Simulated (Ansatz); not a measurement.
`SC[TeH]` and `NCS` differ in one atom or group.

Ansatz, PBE0-D4/def2-TZVP geometries, multiplicity 1. Each molecule was computed in one conformer, which needn't be the lowest.

Elements past krypton have def2 core potentials.  Spin–orbit coupling is left out; it splits and shifts lone-pair levels of the heavy atoms by tenths of an eV.

```csv
property,`SC[TeH]`
HOMO–LUMO gap (PBE0/def2-TZVPP) / eV,5.29
LUMO energy (PBE/def2-TZVPP) / eV,-1.83
HOMO–LUMO gap (ωB97M-V/def2-TZVPP) / eV,9.24
LUMO energy (PBE0/def2-TZVPP) / eV,-0.99
size of the dipole moment (ωB97M-V/def2-TZVPP) / D,1.15
HOMO energy (B3LYP/def2-TZVPP) / eV,-6.07
```

(1) What does the change do to each property? (Estimate.)

## Answers

(1) The calculation gave: 
```csv
property,`NCS`,shift
HOMO–LUMO gap (PBE0/def2-TZVPP) / eV,7.34,2.05
LUMO energy (PBE/def2-TZVPP) / eV,-0.50,1.33
HOMO–LUMO gap (ωB97M-V/def2-TZVPP) / eV,11.24,2.00
LUMO energy (PBE0/def2-TZVPP) / eV,0.40,1.39
size of the dipole moment (ωB97M-V/def2-TZVPP) / D,2.53,1.38
HOMO energy (B3LYP/def2-TZVPP) / eV,-6.70,-0.63
```

With PBE0 the HOMO falls by 0.65 eV and the LUMO rises by 1.39 eV, so the gap widens by about 2.04 eV. PBE moves the HOMO by -0.43 eV and ωB97M-V by -0.78 eV. The zero-point energy changes by 54.5 kJ/mol with +3 modes. Dipoles are sizes alone; their direction can turn.

B3LYP here is the variant with VWN-RPA as its local correlation; programs differ in this.
